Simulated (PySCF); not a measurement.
## P (phosphorus, neutral): UHF calculation

Configuration: [Ne] 3s1 3p3 3d1, high-spin 6D determinant (an excited configuration). All numbers are calculated (PySCF 2.14, the non-relativistic Hamiltonian (point nucleus), in aug-cc-pV(T+d)Z (6s5p4d2f, 55 functions)).

| Quantity | Value |
| --- | --- |
| Total energy | -340.261614 hartree |
| One-electron energy | -468.8878 hartree |
| Hartree (Coulomb) energy | 151.3132 hartree |
| Exchange energy | -22.6869 hartree |
| Kinetic energy | 340.32399 hartree |
| ⟨S²⟩ | 8.7500 |
| ⟨L²⟩ | 6.039 |
| Sum of ⟨r⟩ | 16.19 bohr |
| Sum of ⟨r²⟩ | 38.75 bohr² |
| Traceless quadrupole moment −½Σ⟨3z² − r²⟩ along its main axis | 4.62 e·bohr² |
| Density at the nucleus (Gaussians lack the cusp) | 2150 bohr⁻³ |
| Spin density at the nucleus | 6.29 bohr⁻³ |
| Langevin diamagnetic susceptibility | -30.7 ×10⁻⁶ cm³/mol |

```csv
shell,electrons,mean orbital energy (eV),spread (eV),"rms radius, mean of both spins (bohr)"
1s α,1,-2181.4,0,0.120
1s β,1,-2180.3,0,0.120
2s α,1,-209.36,0,0.562
2s β,1,-207.71,0,0.562
2p α,3,-152.25,0.059,0.539
2p β,3,-150.57,0.073,0.539
3s α,1,-26.950,0,1.99
3p α,3,-14.375,0.222,2.34
3d α,1,-1.659,0,3.99
```

The outer electron is Rydberg-like, and this basis confines it to a smaller radius and binds it less than a complete one would.

Spin-orbit constants ζ (cm⁻¹) from the X2C one-electron operator on these orbitals (non-relativistic here): bare nucleus, nucleus screened by l(l+1)(2l+1)/3 electrons, and screened by the Breit-Pauli mean field of the electrons.

| shell | bare | screened nucleus | mean field |
| --- | --- | --- | --- |
| 2p | 5394 | 4674 | 4345 |
| 3p | 338.3 | 293.2 | 268.5 |
| 3d | 7.450 | 2.483 | 1.237 |

To first order the Landé constant is A = 0.2475 cm⁻¹, so the lowest level has J = 1/2 and lies 0.000215 eV below the centre of the term. This holds in LS coupling only.
